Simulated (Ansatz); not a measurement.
`[CH3][GeH]([F])[SiH3]` + NH₃ → `[CH3][GeH]([NH2])[F]` + SiH₄ at 500 K and 1 bar (cleavage of the Ge–Si bond).

Program: Ansatz. Geometries: PBE0-D4/def2-TZVP. ΔE: electronic, gas phase. CCSD(T)/CBS is the MP2 limit (def2-TZVPP, def2-QZVPP) plus CCSD(T) − MP2 in def2-TZVPP, frozen cores. This one scheme is used for every species. For Ge outer-core shells are correlated without core-valence functions, which leaves a few kJ/mol of doubt a bond. Scalar relativity is left out up to krypton. Each species was taken in one conformer, which may not be the lowest.

```csv
species,CCSD(T)/CBS energy (Eh),H − E (kJ/mol),S (J/(mol·K))
`[CH3][GeH]([F])[SiH3]`,-2507.28788,239.0,437.7
NH₃,-56.50880,108.2,211.8
`[CH3][GeH]([NH2])[F]`,-2272.33936,236.4,398.3
SiH₄,-291.46306,102.4,230.9
```

H − E and S are ideal-gas, rigid-rotor, harmonic terms from PBE0-D4/def2-TZVP, for one conformer and one mirror image of each species. 1 Eh = 2625.50 kJ/mol, R = 8.31446 J/(mol·K).

Task: By hand: ΔE, ΔH, ΔS and ΔG.

Result: ΔE = (-2272.33936) + (-291.46306) − (-2507.28788) − (-56.50880) = -0.00574 Eh = -15.1 kJ/mol. Δ(H − E) = 236.4 + 102.4 − 239.0 − 108.2 = -8.4, so ΔH = -23.5 kJ/mol. ΔS = 398.3 + 230.9 − 437.7 − 211.8 = -20.3 J/(mol·K). ΔG = -23.5 − 500 × (-20.3)/1000 = -13.3 kJ/mol.

Task: By hand: the equilibrium constant, and the temperature at which ΔG would vanish if ΔH and ΔS stayed fixed.

Result: log₁₀ K = −ΔG/(RT ln 10) = 1.4. ΔG = 0 at ΔH/ΔS = 1158 K.

TΔS isn't small against ΔH here. A doubt of 5 kJ/mol in ΔE shifts log₁₀ K by 0.5 here. Other conformers and mirror images would add mixing entropy, several J/(mol·K) or more a flexible species. These are equilibria of isolated gas molecules and say nothing of rates. Largest T1 diagnostic: 0.012 (customary marks: 0.02 for closed shells, 0.045 for open ones).
